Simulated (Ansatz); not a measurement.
`BC(C)(C)C` + H–F → `BC(C)(C)F` + CH₄ at 500 K and 1 bar (substitution at a C–C bond).

Gas-phase electronic energies from Ansatz, PBE0-D4/def2-TZVP geometries. CCSD(T)/CBS is the MP2 limit (def2-TZVPP, def2-QZVPP) plus CCSD(T) − MP2 in def2-TZVPP, frozen cores. This one scheme is used for every species.

```
    species  CCSD(T)/CBS energy (Eh)  H − E (kJ/mol)  S (J/(mol·K))
`BC(C)(C)C`               -183.61206           423.2          411.6
        H–F               -100.39570            39.4          188.7
`BC(C)(C)F`               -243.53634           323.9          401.5
        CH₄                -40.46206           135.6          206.8
```

H − E and S are ideal-gas, rigid-rotor, harmonic terms from PBE0-D4/def2-TZVP. 1 Eh = 2625.50 kJ/mol, R = 8.31446 J/(mol·K).

Question: By hand: ΔE, ΔH, ΔS and ΔG.

Answer: ΔE = (-243.53634) + (-40.46206) − (-183.61206) − (-100.39570) = 0.00936 Eh = 24.6 kJ/mol. Δ(H − E) = 323.9 + 135.6 − 423.2 − 39.4 = -3.1, so ΔH = 21.5 kJ/mol. ΔS = 401.5 + 206.8 − 411.6 − 188.7 = 8.0 J/(mol·K). ΔG = 21.5 − 500 × (8.0)/1000 = 17.5 kJ/mol.

Question: By hand: the equilibrium constant, and the temperature at which ΔG would vanish if ΔH and ΔS stayed fixed.

Answer: log₁₀ K = −ΔG/(RT ln 10) = -1.8. ΔG = 0 at ΔH/ΔS = 2688 K, far beyond where these terms or the molecules hold.

The number of gas molecules stays the same, so ΔS is small and ΔH decides. A doubt of 5 kJ/mol in ΔE shifts log₁₀ K by 0.5 here. Modes under 60 cm⁻¹, often nearly free rotors, make the harmonic entropy too high. These are equilibria of isolated gas molecules and say nothing of rates. Largest T1 diagnostic: 0.010 (customary marks: 0.02 for closed shells, 0.045 for open ones).
